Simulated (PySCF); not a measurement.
## Basis and Hamiltonian dependence of the ionisation energy of Ir⁺

Ir⁺ [Xe] 4f14 5d7 6s1 (5F) → Ir²⁺ [Xe] 4f14 5d7 (4F). All values are computed (PySCF 2.14, energy differences of UHF-based or UKS calculations, no spin-orbit coupling). Values in eV.

```csv
basis,Hamiltonian,functions,UHF,PBE,PBE0,MP2 (valence),CCSD(T) (valence),CCSD(T) (valence and next inner shell)
cc-pVDZ-PP with ECP60MDF,ECP,38,16.275,17.955,n/a,17.114,n/a,n/a
def2-TZVP with the def2 core potential (60 electrons),ECP,40,16.334,n/a,17.735,17.222,n/a,n/a
aug-cc-pVDZ-PP with ECP60MDF,ECP,54,16.302,17.976,17.694,17.272,17.224,n/a
def2-TZVPPD with the def2 core potential (60 electrons),ECP,59,16.333,18.017,17.735,17.299,17.238,17.440
aug-cc-pwCVDZ-PP with ECP60MDF,ECP,70,16.347,18.024,17.745,17.343,17.279,17.495
ANO-RCC-VTZP,spin-free X2C,84,16.345,18.090,17.777,17.340,17.293,17.478
def2-QZVPPD with the def2 core potential (60 electrons),ECP,88,16.337,18.025,17.740,17.349,17.293,n/a
aug-cc-pVTZ-PP with ECP60MDF,ECP,88,16.344,18.035,17.749,17.396,17.340,n/a
x2c-TZVPPall,spin-free X2C,97,16.375,18.067,17.770,17.340,17.296,n/a
"x2c-TZVPPall with one added diffuse shell each of s, p, d, f type",spin-free X2C,113,16.371,18.066,17.768,17.348,17.308,17.497
"aug-cc-pVTZ-PP with one added diffuse shell each of s, p, d, f, g type with ECP60MDF",ECP,113,16.345,18.035,17.750,17.397,n/a,n/a
aug-cc-pwCVTZ-PP with ECP60MDF,ECP,122,16.342,18.034,17.748,17.396,n/a,n/a
```

Frozen in the all-electron rows: valence: [Xe] 4f14; valence and next inner shell: [Kr] 4d10 4f14; with a core potential, the same shells as far as they lie outside it.

Between the lowest levels the reference is 17 ± 0.3 eV (semi-empirical (NIST evaluation); NIST Atomic Spectra Database, ionization energies); it includes spin-orbit coupling, which these numbers lack.
